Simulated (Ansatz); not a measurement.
Input file for Ansatz (a first-principles code): R-wB97M-V/def2-TZVPP on FGeH3O (SMILES [OH][GeH2][F]), a point of a torsion scan.

Ansatz 0.2 input:
```yaml
crystal:
  periodic: [false, false, false]
  atoms:
    - {symbol: O, position_ang: [1.23073782, -0.07875169, -0.47652024]}
    - {symbol: Ge, position_ang: [-0.42248973, -0.15270255, -0.03395224]}
    - {symbol: F, position_ang: [-0.82036838, 1.45781178, 0.50888887]}
    - {symbol: H, position_ang: [1.88943114, 0.16421025, 0.17224642]}
    - {symbol: H, position_ang: [-0.70289230, -1.00015076, 1.16893371]}
    - {symbol: H, position_ang: [-1.16330531, -0.36159002, -1.30414116]}
basis:
  gaussian:
    orbitals: def2-TZVPP
hamiltonian:
  xc: {name: wB97M-V}
scf: {lower_state_search: off}
```

It printed:

```
WARN ansatz: RAYON_NUM_THREADS=1 ignored (pool sized by the plan → 1); use --threads N
Functional definition: wB97M-V
these checks for a lower state are left out or cut short: stability, starts, cluster_reference, orbital_swaps, neighbouring_geometries, increment
integrals: 0.08 GiB planned
870 factors; their error is unknown
integrals: 0.12 GiB planned
179 factors; integrals over basis functions are off by at most 5.5e-6 eV
mean field: 0.74 GiB planned
mean field evaluation 1: about -61324.9362 eV, gradient 5.8e1 eV
mean field evaluation 2: about -61322.9563 eV, gradient 7.2e1 eV
mean field evaluation 4: about -61330.0021 eV, gradient 7.8e-1 eV
mean field evaluation 8: about -61330.1718 eV, gradient 4.9e-2 eV
mean field evaluation 16: about -61330.1718 eV, gradient 4.0e-6 eV
mean field -61330.17182856 eV, -2253.8422436159 hartree, gradient 4.0e-6 eV, S^2 0.000000; 0 other end points of the search recorded, 0 dependent functions left out
reference -61330.17186417 eV, -2253.8422449248 hartree; 26, 26 occupied and 126, 126 virtual orbitals, 870 factors
Total energy: -61330.17186417 eV, -2253.8422449248 hartree
Checks for a lower state left out: stability, starts, cluster_reference, orbital_swaps, neighbouring_geometries, increment
```

The run converged.

Cost: about 3 core-seconds (a rough figure).
